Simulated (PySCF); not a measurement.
**Telling isomers of C6H7FO apart by NMR**

One conformer, isolated molecule, relativity neglected, one averaged value for each set of equivalent atoms. GIAO PBE0/pcSseg-1 shieldings; J couplings at B3LYP/pcJ-1 (spin–dipole term left out of most H,H and C,H couplings); geometry: GFN2-xTB; PySCF 2.14.0 with density-fitted response routines.

Shifts are taken against calculated references (same method and geometry level): 1H, 13C vs TMS. Multiplet labels drop J under 1 Hz and among equivalent protons, and merge close values. Unscaled 3J(H,H) run several per cent high. Splittings of carbon signals by F and P are missing where no couplings were computed. Where no couplings were computed, multiplicities follow the n + 1 count of equivalent neighbours, and m marks all less simple cases (inequivalent or close neighbours, rings, F or P nearby). Vicinal couplings that depend on rotamer populations or ring flexing (ring, CH–CH, X–H and H–F types) are those of the one conformer. One-bond C–F couplings are unscaled and too large by tens of Hz. Shifts are as computed. Against solution values, carbons near 30 ppm lie about +3 ppm off and those near 130 ppm about +5 ppm. Of 1309 compounds with measured shifts, 239 miss one by over three times the rms of a fit or turn the order of signals round; such compounds aren't used in these exercises.

(1) Tabulate the signals of `C=CC(=C)O/C=C\F`, `FC/C=C1\C=CCO1`, `C=C/C(=C/C)C(=O)F`, `C=C/C=C(\C)C(=O)F` and their relative energies.

(2) What is the quickest way to tell FC/C=C1\C=CCO1 from C=C/C(=C/C)C(=O)F?

(3) What is the quickest way to tell C=C/C(=C/C)C(=O)F from C=C/C=C(\C)C(=O)F?

(4) What is the quickest way to tell C=CC(=C)O/C=C\F from C=C/C(=C/C)C(=O)F?

Answers

(1) 
```json
{"SMILES": "C=CC(=C)O/C=C\\F", "carbon types": "1×C 3×CH 2×CH2", "δC": "165.8, 145.8, 139.5, 132.4, 124.7, 94.9", "δH": "6.55 (m, 1H), 6.36 (m, 1H), 6.25 (m, 1H), 6.02 (m, 1H), 5.61 (m, 1H), 4.53 (m, 1H), 4.48 (m, 1H)", "E rel. (kcal/mol)": "46.4"}
{"SMILES": "FC/C=C1\\C=CCO1", "carbon types": "1×C 3×CH 2×CH2", "δC": "167.1, 141.2, 133.2, 97.5, 86.5, 79.7", "δH": "7.05 (ddt, 1H), 6.39 (dtq, 1H), 5.69 (m, 2H), 5.14 (tq, 2H), 4.64 (d of quint of d, 1H)", "E rel. (kcal/mol)": "21.1"}
{"SMILES": "C=C/C(=C/C)C(=O)F", "carbon types": "2×C 2×CH 1×CH2 1×CH3", "δC": "166.1, 159.8, 141.3, 135.3, 128.1, 20.1", "δH": "6.77 (dqd, 1H), 6.52 (d of d of quint, 1H), 5.82 (d of d of quint, 1H), 5.76 (d of d of quint, 1H), 2.39 (dq, 3H)", "E rel. (kcal/mol)": "6.8"}
{"SMILES": "C=C/C=C(\\C)C(=O)F", "carbon types": "2×C 2×CH 1×CH2 1×CH3", "δC": "166.9, 154.2, 140.8, 137.8, 129.3, 13.6", "δH": "7.62 (m, 1H), 7.04 (m, 1H), 6.10 (m, 1H), 6.09 (m, 1H), 2.16 (s, 3H)", "E rel. (kcal/mol)": "0.0"}
```

Energies are electronic energies at PBE0/pcSseg-1 on these geometries, without zero-point or thermal terms, each for the one conformer computed, which needn't be the lowest.

(2) Both give the same number of carbon signals, but DEPT or the intensities differ. The first has an allylic sp3 CH2 bonded to O at 79.7 ppm, the second an allylic methyl carbon (CH3) at 20.1 ppm. Their most deshielded carbons lie at 167.1 and 166.1 ppm.

(3) Both give the same number of carbon signals, with the same numbers of each carbon type, so the positions decide. The first has a terminal =CH2 carbon at 128.1 ppm, the second a terminal =CH2 carbon at 137.8 ppm. Their most deshielded carbons lie at 166.1 and 166.9 ppm. In the proton spectra the most deshielded non-exchanging signals are 6.77 (dqd, J = 11.5, 8.7, 1.1 Hz, 1H) and 7.62 (m, 1H).

(4) Both give the same number of carbon signals, but DEPT or the intensities differ. The first has a β carbon of an enol-ether or enamine type C=C (CH2) at 94.9 ppm, the second an allylic methyl carbon (CH3) at 20.1 ppm. Their most deshielded carbons lie at 165.8 and 166.1 ppm.
